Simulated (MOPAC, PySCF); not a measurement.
H6AlN3, SMILES `[NH2][Al]([NH2])[NH2]`, neutral singlet in the gas phase. 

Cartesian coordinates (Å):
```xyz
10

N     -0.0400     1.7668     0.0694
Al     0.0000     0.0000     0.0000
N      1.5458    -0.8439    -0.1619
N     -1.5058    -0.9229     0.0925
H     -0.8719     2.3212     0.1804
H      0.7658     2.3652     0.0039
H      1.6544    -1.8416    -0.2282
H      2.4460    -0.3967    -0.2014
H     -1.5690    -1.9267     0.0804
H     -2.4252    -0.5213     0.1649
```
Charge 0, multiplicity 1.

All levels are single points at this geometry (CAM-B3LYP-D3(BJ)/def2-TZVP); Pople sets use spherical d functions. Orbital energies aren't observables, and empty levels follow the basis.

BP86/6-31G* in PySCF gives dipole (D) = 0.00.

### Question
Estimate the dipole (D) from each of these levels: CAM-B3LYP-D3(BJ)/def2-TZVP in PySCF; PBE-D3(BJ)/def2-TZVP in PySCF; TPSSh-D3(BJ)/def2-TZVP in PySCF; B3LYP/6-311+G** in PySCF; B3LYP/6-31G* in PySCF; B3LYP/LANL2DZ in PySCF; M06-2X/6-31G* in PySCF; HF/3-21G in PySCF; HF/6-31G* in PySCF; HF/STO-3G in PySCF; PM3 in MOPAC; PM6 in MOPAC.

### Answer

| level | dipole (D) |
|---|---|
| CAM-B3LYP-D3(BJ)/def2-TZVP in PySCF | 0.00 |
| PBE-D3(BJ)/def2-TZVP in PySCF | 0.00 |
| TPSSh-D3(BJ)/def2-TZVP in PySCF | 0.00 |
| B3LYP/6-311+G** in PySCF | 0.00 |
| B3LYP/6-31G* in PySCF | 0.00 |
| B3LYP/LANL2DZ in PySCF | 0.00 |
| M06-2X/6-31G* in PySCF | 0.00 |
| HF/3-21G in PySCF | 0.00 |
| HF/6-31G* in PySCF | 0.00 |
| HF/STO-3G in PySCF | 0.00 |
| PM3 in MOPAC | 0.00 |
| PM6 in MOPAC | 0.00 |
